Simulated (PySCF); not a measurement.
C4H10OSi2.
Z-matrix (Å and degrees, GFN2-xTB geometry), rows numbered from 1:
```
C 
C   1  1.3238
Si  2  1.8833  1  125.06
C   3  1.8959  2  109.35  1   117.80
C   4  1.3262  3  126.67  2    -1.26
O   4  1.3589  3  110.17  2   178.94
Si  6  1.6241  4  133.76  3   178.77
H   1  1.0779  2  121.57  3    -0.17
H   1  1.0799  2  122.83  3   179.77
H   2  1.0845  1  117.87  3  -179.24
H   3  1.4698  2  109.89  1  -123.63
H   3  1.4668  2  110.89  1    -1.90
H   5  1.0741  4  120.41  3    -0.11
H   5  1.0787  4  122.11  3  -179.90
H   7  1.4650  6  111.25  4   -59.44
H   7  1.4543  6   99.07  4  -178.53
H   7  1.4651  6  111.29  4    62.23
```

Computed, not measured: TDDFT wB97X-D/def2-SVPD, vertical, gas phase, core orbitals frozen in the response in PySCF 2.14.0, density-fitted response routines.

Problem. List the vertical singlet excitations with oscillator strengths and describe the spectrum.

Solution. 

```
state  λ (nm)  E (eV)       f  main configurations (H = HOMO, L = LUMO)
   S1   189.2    6.55   0.028                    H→L (54%), H→L+2 (33%)
   S2   186.5    6.65   0.172                  H→L+1 (75%), H→L+2 (16%)
   S3   183.8    6.74   0.019       H→L+2 (39%), H→L (31%), H→L+1 (13%)
   S4   181.5    6.83  0.0016        H-3→L (41%), H-2→L (40%), H→L (9%)
   S5   177.1    7.00  0.0007              H-1→L+1 (50%), H-2→L+1 (32%)
   S6   170.3    7.28   0.029                               H→L+3 (65%)
   S7   169.1    7.33   0.517                               H-1→L (87%)
   S8   164.8    7.52  0.0073                  H→L+5 (72%), H→L+6 (10%)
```

Triplets, Tamm–Dancoff:

```csv
state,E (eV),λ (nm),"main configurations (H = HOMO, L = LUMO)"
T1,4.29,289.0,H→L+1 (91%)
T2,4.48,276.6,"H-1→L (78%), H-2→L (11%)"
T3,6.26,198.1,"H-2→L (47%), H-3→L (45%)"
```

The lowest singlet lies at 6.55 eV (189 nm, vacuum ultraviolet) and is weak; its leading configuration is HOMO→LUMO (54%). The most intense listed level is S7 at 7.33 eV (169 nm, f = 0.517), 0.78 eV above S1. Löwdin shares by element: HOMO carbon 62% or more, oxygen 22% (atoms not listed hold the other 16%); LUMO carbon 67% or more, silicon 9% or more, hydrogen 5% or more (atoms not listed hold the other 19%). Orbital energies (eV): HOMO-3 -11.00, HOMO-2 -10.52, HOMO-1 -9.84, HOMO -8.97, LUMO 1.38, LUMO+1 1.78, LUMO+2 1.93. Weighted by f, the mean energy of these states is 7.13 eV. The listed states span 0.97 eV, and the widest gap between neighbours is 0.28 eV (S5 to S6). Only the lowest 8 singlets were computed, as vertical energies without vibronic structure.

One conformer stands for the species.
